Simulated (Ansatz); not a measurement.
FH₂ISSi (`F[SiH](S)I`) from Hartree–Fock to CCSD(T)

Z-matrix (Å, degrees):
```
Si
S 1 2.109
I 1 2.425 2 112.4
F 1 1.591 2 111.7 3 119.4
H 1 1.474 2 107.4 3 -121.9
H 2 1.345 1 94.1 3 -46.2
```

Total charge 0; spin multiplicity 1. Correlated methods include outer-core shells of I, which these sets cover unevenly. I: def2 effective core potential. All single points use the PBE0-D4/def2-TZVP geometry. It is one conformer, not always the lowest. Frozen core, restricted reference, Ansatz.

```
     basis      HF (Eh)  MP2 corr.
  def2-SVP  -1083.54901   -0.52734
def2-TZVPP  -1083.94017   -1.04034
def2-QZVPP  -1083.96674   -1.26232
```

(1) Estimate the CCSD correlation energy and the (T) correction in each basis where they were run (hartree).

Answers

(1) 
```csv
basis,CCSD corr.,(T)
def2-SVP,-0.56091,-0.01279
def2-TZVPP,-1.03647,-0.03173
```
